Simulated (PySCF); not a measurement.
Compound: C₆H₉NO.
SMILES: `Cn1ccc(OC)c1`

Theory: TDDFT PBE0/def2-SVPD, vertical, gas phase, core orbitals frozen in the response in PySCF. Geometry: PBE0-D3(BJ)/def2-SVP, one conformer, isolated molecule. Torsions of this conformer, `[CH3:1][O:2][c:3]1[cH:4][cH:5][n:6]([CH3:7])[cH:8]1`: C1–O2–C3–C4 180°.

Orbital energies (eV): HOMO-3 -9.31, HOMO-2 -9.07, HOMO-1 -6.31, HOMO -5.68, LUMO 0.67, LUMO+1 0.89, LUMO+2 1.12.

Problem. Among the lowest singlets, which states do these configurations lead, and at what energies: HOMO→LUMO+1, HOMO-1→LUMO, HOMO→LUMO, HOMO-1→LUMO+1?

Solution. 

| state | leading configuration | weight | Δε (eV) | E (eV) | E − Δε (eV) | f | other configurations |
| --- | --- | --- | --- | --- | --- | --- | --- |
| S1 | HOMO→LUMO | 0.97 | 6.35 | 5.32 | -1.03 | 0.011 | – |
| S2 | HOMO→LUMO+1 | 0.87 | 6.57 | 5.77 | -0.80 | 0.094 | – |
| S4 | HOMO-1→LUMO | 0.95 | 6.98 | 5.97 | -1.01 | 0.0085 | – |
| S6 | HOMO-1→LUMO+1 | 0.71 | 7.20 | 6.35 | -0.85 | 0.078 | H→L+6 (15%) |

E − Δε runs from -1.03 to -0.80 eV. Among themselves, these states come in the order of their orbital differences. Δε is the difference of the two orbital energies.

H and L stand for HOMO and LUMO. The other states: S3 5.84 eV, f 0.011, H→L+2 (96%); S5 6.17 eV, f 0.0010, H→L+3 (54%), H→L+4 (40%).

Summed over the main configurations (up to three a state, each over 8%) of all 6 singlets, the electron leaves HOMO with weight 3.89 and HOMO-1 with weight 1.67.

Cost: about 2.3 min of CPU time on one thread (grids of density and orbitals included); the machine was shared, so the figure is rough.
